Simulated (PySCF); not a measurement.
Computed IR spectrum (relative IR intensity) of a molecule CH4FNOSi2. Coordinates come from a r2SCAN-D4/def2-SVP optimisation. The values are those of a single conformer. Computed with r2SCAN-D4/def2-SVP in PySCF. Frequencies are harmonic and unscaled.

Lines under 2 % of the strongest are left out, and lines within 2 cm⁻¹ are merged.

ν (cm⁻¹): 351 (w), 390 (w), 490 (w), 649 (w), 694 (w), 704 (w), 719 (vw), 732 (w), 833 (w), 866 (m), 909 (s), 935 (m), 1167 (s), 1665 (vs), 2239 (m), 2252 (m), 2269 (m), 3116 (w) (against the strongest line: vs over 80 %, s over 45 %, m over 15 %, w over 4 %, vw less)

Pick the molecule that these values belong to.
(A) F[Si@H]1N=CO[SiH2]1
(B) F[SiH2][Si@H]1N=CO1
(C) O=C=N[Si@H](F)[SiH3]
(D) N#CO[SiH2][SiH2]F

A, F[Si@H]1N=CO[SiH2]1
